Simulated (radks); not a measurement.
The numbers below are computed, except where a source is named.
Ionisation of neutral bromine, [Ar] 3d10 4s2 4p5, to Br+, [Ar] 3d10 4s2 4p4, under several functionals. Dirac Kohn-Sham, spin-unpolarised, spherical densities, finite nucleus; open shells fill j = l - 1/2 first; a radial shooting solver on a logarithmic mesh with Libxc functionals.

[
 {"functional": "LDA (Slater exchange, Perdew-Wang correlation)", "E(Br) (hartree)": "-2603.27934", "Exc (hartree)": "-88.84969", "IE (eV)": "12.491", "-e(HOMO) (eV)": "7.813", "<r> HOMO (bohr)": "2.121", "IE error (eV)": "+0.677"},
 {"functional": "HCTH/407", "E(Br) (hartree)": "-2608.30880", "Exc (hartree)": "-94.07371", "IE (eV)": "12.544", "-e(HOMO) (eV)": "7.852", "<r> HOMO (bohr)": "2.115", "IE error (eV)": "+0.730"},
 {"functional": "exchange-only B88", "E(Br) (hartree)": "-2605.31995", "Exc (hartree)": "-90.91883", "IE (eV)": "11.380", "-e(HOMO) (eV)": "6.759", "<r> HOMO (bohr)": "2.148", "IE error (eV)": "-0.434"},
 {"functional": "revPBE", "E(Br) (hartree)": "-2606.74980", "Exc (hartree)": "-92.38088", "IE (eV)": "12.309", "-e(HOMO) (eV)": "7.636", "<r> HOMO (bohr)": "2.122", "IE error (eV)": "+0.495"},
 {"functional": "SOGGA", "E(Br) (hartree)": "-2604.59329", "Exc (hartree)": "-90.18804", "IE (eV)": "12.258", "-e(HOMO) (eV)": "7.586", "<r> HOMO (bohr)": "2.120", "IE error (eV)": "+0.444"},
 {"functional": "LDA (Slater exchange, VWN5 correlation)", "E(Br) (hartree)": "-2603.29353", "Exc (hartree)": "-88.86429", "IE (eV)": "12.493", "-e(HOMO) (eV)": "7.815", "<r> HOMO (bohr)": "2.121", "IE error (eV)": "+0.679"},
 {"functional": "PBEsol", "E(Br) (hartree)": "-2604.85299", "Exc (hartree)": "-90.44974", "IE (eV)": "12.343", "-e(HOMO) (eV)": "7.669", "<r> HOMO (bohr)": "2.120", "IE error (eV)": "+0.530"},
 {"functional": "BLYP", "E(Br) (hartree)": "-2607.01444", "Exc (hartree)": "-92.63943", "IE (eV)": "12.190", "-e(HOMO) (eV)": "7.523", "<r> HOMO (bohr)": "2.132", "IE error (eV)": "+0.376"},
 {"functional": "OLYP", "E(Br) (hartree)": "-2607.67513", "Exc (hartree)": "-93.38786", "IE (eV)": "12.265", "-e(HOMO) (eV)": "7.573", "<r> HOMO (bohr)": "2.118", "IE error (eV)": "+0.451"},
 {"functional": "exchange-only LDA", "E(Br) (hartree)": "-2600.11258", "Exc (hartree)": "-85.62474", "IE (eV)": "11.228", "-e(HOMO) (eV)": "6.618", "<r> HOMO (bohr)": "2.149", "IE error (eV)": "-0.586"}
]

NIST Atomic Spectra Database: 11.814 eV (measured). Closest: BLYP. The Delta-SCF values span 1.32 eV, the total energies 8.20 hartree. The highest occupied level is 4p3/2. Spin polarisation and multiplet splitting are left out, so open shells lie too high by an amount that depends on their filling.

Beside tabulated values, note that spin-unpolarised runs miss the spin-polarisation part of the exchange energy of open shells.
